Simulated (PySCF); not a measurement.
**Exercise with solution: entropy of an ideal gas**

C2H5Be, SMILES [Be+][CH2]C, charge +1.

Geometry: PBE-D3(BJ)/def2-TZVP. The multiplicity is an assumed one; other spin states were not compared. The isomer is the one that the SMILES or the coordinates give; other isomers of the formula were not compared.

PBE-D3(BJ)/def2-TZVP (PySCF) gives the harmonic wavenumbers 218, 272, 589, 739, 897, 917, 953, 1094, 1188, 1346, 1355, 1407, 1440, 2938, 2960, 2988, 3046, 3086 cm⁻¹ and the rotational temperatures 1.8364, 0.4868, 0.4285 K. The molar mass is 38.07 g/mol, the symmetry number 1, the spin multiplicity 1.

Q: Work out the entropy at 298.15 K and 1 atm in the rigid-rotor, harmonic-oscillator model.

A: 
Translation (Sackur–Tetrode at 1 atm): S = R[1.5 ln M + 2.5 ln T − 1.16487] = 154.1 J/(mol K).
Rotation: q = (√π/σ) T^1.5/√(θA θB θC) = 14700, S = R[ln q + 3/2] = 92.3 J/(mol K).
Vibration: with u = 1.4388 ν/T, each mode gives R[u/(e^u − 1) − ln(1 − e^−u)]:
| ν (cm⁻¹) | modes | u | S (J/(mol K)) |
|---|---|---|---|
| 218 | 1 | 1.05 | 8.27 |
| 272 | 1 | 1.31 | 6.63 |
| 589 | 1 | 2.84 | 1.96 |
| 739 | 1 | 3.57 | 1.10 |
| 897 | 1 | 4.33 | 0.59 |
| 917 | 1 | 4.43 | 0.55 |
| 953 | 1 | 4.60 | 0.47 |
| 1094 | 1 | 5.28 | 0.27 |
| 1188 | 1 | 5.73 | 0.18 |
| 1346 | 1 | 6.50 | 0.09 |
| 1355 | 1 | 6.54 | 0.09 |
| 1407 | 1 | 6.79 | 0.07 |
| 1440 | 1 | 6.95 | 0.06 |
The stiffer modes add less than 0.005 each. Sum 20.3 J/(mol K).
Spin: R ln 1 = 0.0 J/(mol K).
Total 266.7 J/(mol K); the program's own thermochemistry gives 266.7. Translation makes up 58 % and vibration 8 %. Anharmonicity, hindered rotation and orbital degeneracy are left out.
